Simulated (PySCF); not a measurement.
C5H5NO3.
Geometry (PBE0-D3(BJ)/def2-SVP, Å), atoms numbered from 1 in this order:
```
atom  x, y, z in Å
C1     2.8343   -0.1096   -0.3023
O2     1.4606   -0.2358   -0.6282
C3     0.6088    0.1012    0.3304
O4     0.9285    0.4878    1.4253
C5    -0.8106   -0.0400   -0.0813
C6    -1.9319    0.2780    0.7344
C7    -2.9796   -0.0217   -0.0770
O8    -2.5275   -0.4706   -1.2539
N9    -1.1768   -0.4847   -1.2608
H10    3.3896   -0.4031   -1.1999
H11    3.0969   -0.7647    0.5415
H12    3.0756    0.9269   -0.0243
H13   -1.9241    0.6635    1.7492
H14   -4.0608    0.0278    0.0314
```

Jobs on this species (14 atoms, 66 electrons) with PySCF (density fitting). Hardware of each: one thread, Arm Neoverse V2, shared host. Times come from a shared host and carry two figures at best.

Problem. Rank these jobs by wall time, shortest first.
A. PBE0-D3(BJ)/def2-SVP, grid level 1; geometry optimisation from a GFN2-xTB start; 151 basis functions
B. CAM-B3LYP/def2-SVPD; 10 singlets by full TDDFT, 4 Tamm–Dancoff triplets, polarisability, ΔSCF ions; 229 basis functions
C. mPW1PW91/pcSseg-1; shieldings; 178 basis functions

Solution. C (22 s), A (2.1 min), B (7.1 min).

All jobs:

```json
{"level and settings": "mPW1PW91/pcSseg-1", "work": "shieldings", "basis functions": "178", "SCF cycles": "15", "wall time": "22 s"}
{"level and settings": "PBE0/pcSseg-1", "work": "shieldings, charges and field gradients", "basis functions": "178", "SCF cycles": "16", "wall time": "34 s"}
{"level and settings": "B3LYP/pcJ-1", "work": "spin–spin couplings from 5 perturbed nuclei, spin–dipole term left out", "basis functions": "293", "SCF cycles": "15", "wall time": "86 s"}
{"level and settings": "PBE0-D3(BJ)/def2-SVP, grid level 1", "work": "geometry optimisation from a GFN2-xTB start", "basis functions": "151", "SCF cycles": "69", "wall time": "2.1 min"}
{"level and settings": "CAM-B3LYP/def2-SVPD", "work": "10 singlets by full TDDFT, 4 Tamm–Dancoff triplets, polarisability, ΔSCF ions", "basis functions": "229", "SCF cycles": "15", "wall time": "7.1 min"}
```

Problem. What do all jobs in the table cost together?

Solution. About 12 min; the longest takes about 61 % of that, and about 19 times as long as the shortest.
